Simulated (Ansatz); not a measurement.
Program: Ansatz. Geometries: PBE0-D4/def2-TZVP. ΔE: electronic, gas phase. CCSD(T)/CBS is the MP2 limit (def2-TZVPP, def2-QZVPP) plus CCSD(T) − MP2 in def2-TZVPP, frozen cores. Functionals use def2-TZVPP. B3LYP here is the variant with VWN-RPA as its local correlation; programs differ in this. Elements past krypton have def2 core potentials. For In outer-core shells are correlated without core-valence functions, which leaves a few kJ/mol of doubt a bond. One conformer a species, not always the lowest.

Reaction (ligand exchange at the Si–O bond): `[F][In]([SH])[O][SiH3]` + `CCBO` → `CCBO[SiH3]` + `[OH][In]([F])[SH]`

```
             level  ΔE (kJ/mol)  difference from CCSD(T)/CBS
            PBE-D4         10.9                         -4.6
         r2SCAN-D4         12.9                         -2.6
           PBE0-D4         13.4                         -2.1
          B3LYP-D4         11.7                         -3.8
           ωB97X-V         14.0                         -1.5
           ωB97M-V         14.0                         -1.5
            B2PLYP         13.8                         -1.7
               PBE         11.1                         -4.4
            r2SCAN         13.1                         -2.4
              PBE0         13.5                         -2.0
             B3LYP         11.8                         -3.7
     HF/def2-TZVPP         17.7                          2.2
    MP2/def2-TZVPP         16.4                          0.9
SCS-MP2/def2-TZVPP         16.6                          1.1
   CCSD/def2-TZVPP         16.9                          1.4
CCSD(T)/def2-TZVPP         16.8                          1.3
     HF/def2-QZVPP         18.1                          2.6
    MP2/def2-QZVPP         15.8                          0.3
SCS-MP2/def2-QZVPP         16.1                          0.6
      HF/CBS(def2)         18.1                          2.6
     MP2/CBS(def2)         15.1                         -0.4
    CCSD/CBS(def2)         15.6                          0.1
       CCSD(T)/CBS         15.5                            0
```

Largest T1 diagnostic among the species: 0.016.
